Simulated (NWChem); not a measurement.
Species: SiH cation, singlet

```xyz
2

Si     0.0000     0.0000    -0.1085
H      0.0000     0.0000     1.4099
```
Atoms are numbered in this order, from 1.

Level: PBE0-D3(BJ)/def2-TZVP (NWChem), optimised geometry, unscaled harmonic frequencies. Low-valent species are run as closed-shell singlets; no triplet was tried in these runs.

### Question
List the harmonic frequencies with IR intensities, and the thermochemistry.

### Answer
```tsv
frequency (cm⁻¹)	IR intensity (km/mol)
2127	68.4
```

The zero-point energy comes out as 3.0 kcal/mol and the thermal correction to the enthalpy at 298.15 K (with zero-point energy) comes out as 5.1 kcal/mol. The heat capacity Cv comes out as 5.0 cal/(mol K). The entropy at 298.15 K and 1 atm (symmetry number 1) is 44.6 cal/(mol K).

Rigid rotor and harmonic oscillator.
